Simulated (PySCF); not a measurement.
SMILES [OH][Al]([OH])[O][GeH3] (H5AlGeO3) at its CAM-B3LYP/def2-SVP optimised geometry (Å):

```
10

Ge    -1.4415     1.7363     0.0028
O     -0.5066     0.2546     0.0000
Al     0.3956    -1.1651     0.0000
O      2.0836    -1.1651     0.0000
O     -0.3209    -2.6932     0.0000
H     -0.5478     2.8800     0.5103
H     -1.9116     2.0222    -1.4323
H     -2.6491     1.5526     0.9364
H      2.6491    -0.3916     0.0023
H     -1.2606    -2.8800     0.0008
```

Computed with CAM-B3LYP/def2-TZVP (PySCF). Cells within 0.4 Å of a nucleus heavier than hydrogen are left out (blank, or x).

Map of the Laplacian of the electron density (e/bohr⁵), clipped to [-1.50, 1.50] on the plane z = 0.0 Å:

```
|5555555555555555555555555555555|
|5555555555555555555555555555555|
|5555555555555555555555555555555|
|5555555555555555555555555555555|
|5555555555555555555555555555555|
|5555555555555555555555555555555|
|5555555555555455555555555555555|
|5555555555554455555555555555555|
|5555555557999555555555555555555|
|5555555559xx9755555555555555555|
|5555555569xx9855555555555555555|
|5555555559999655555555555555555|
|5555555555997565555555555555555|
|5555555555555126555555555555555|
|5555555555564xx4655555555555555|
|5555555555566xx5555555555555555|
|5555555555556656655556405555555|
|5555555555555559996565225555555|
|5555555555555579xx950xx65555555|
|5555555555555579xx962xx65555555|
|5555555555555559996565565555555|
|5555555555555655655556655555555|
|55555555555565x3655555555555555|
|5555555555523xxx655555555555555|
|55555555555022x1655555555555555|
|5555555555555666555555555555555|
|5555555555555555555555555555555|
|5555555555555555555555555555555|
|5555555555555555555555555555555|
|5555555555555555555555555555555|
|5555555555555555555555555555555|
```
Scale: ten equal steps from -1.50 (start of '0') to 1.50 (end of '9'), in the order '0123456789'; x runs from -5.00 to 5.00, y from -5.00 (bottom) to 5.00 (top).
